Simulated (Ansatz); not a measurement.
A nudged elastic band was laid between two geometries of CH₃AlF₂OSi (9 atoms, charge 0, multiplicity 1).

Level of theory: RKS PBE-D4/def2-SVP (Ansatz).

```json
{
  "movable images": "7",
  "climbing image": "yes",
  "spring": "5.0 eV/Å²",
  "optimiser": "quadratic models (default)",
  "start path": "IDPP",
  "force threshold": "0.03 eV/Å",
  "iteration limit": "60",
  "end points": "relaxed"
}
```

Image 0:

```xyz
9
Properties=species:S:1:pos:R:3
F 2.846 -1.519 -0.296
C 1.636 -1.268 -0.865
F 1.524 -2.107 -1.931
O 1.465 0.060 -1.205
Al 0.167 -0.325 -0.017
Si -1.611 1.074 0.923
H -1.563 2.462 0.344
H -2.940 0.439 0.615
H -1.436 1.139 2.416
```

Image 8:

```xyz
9
Properties=species:S:1:pos:R:3
F 2.673 -0.940 -1.572
C 1.565 -1.339 -0.890
F 1.708 -2.672 -0.659
O 0.389 -1.029 -1.544
Al 0.327 -0.163 0.034
Si -1.388 1.298 0.995
H -0.783 2.653 1.245
H -2.563 1.429 0.065
H -1.839 0.716 2.307
```

Which bonds break or form, and what moves?

No bond is made or broken. The dihedral O4–Al5–Si6–H8 goes from 122 to 1°. The two ends are copies of one structure, up to a mirror image or an exchange of like atoms.

Give the energies along the band, and the barrier.

It converged. The highest image is number 8 of 0 to 8, 0.000 eV above the ends, which have the same energy within 2 meV. The highest image is an end point: on this band no image between the ends rises above it.

```csv
image,path coordinate (Å),energy (eV),dihedral O4–Al5–Si6–H8 (°)
0,0.00,0.000,122
1,0.40,0.000,107
2,0.80,0.000,91
3,1.20,0.000,76
4,1.60,0.000,61
5,2.00,0.000,46
6,2.40,0.000,31
7,2.80,0.000,16
8,3.20,0.000,1
```

The run took 100 s on 2 threads of Intel(R) Xeon(R) Platinum 8488C (Sapphire Rapids) (shared host), peak memory 0.18 GiB.
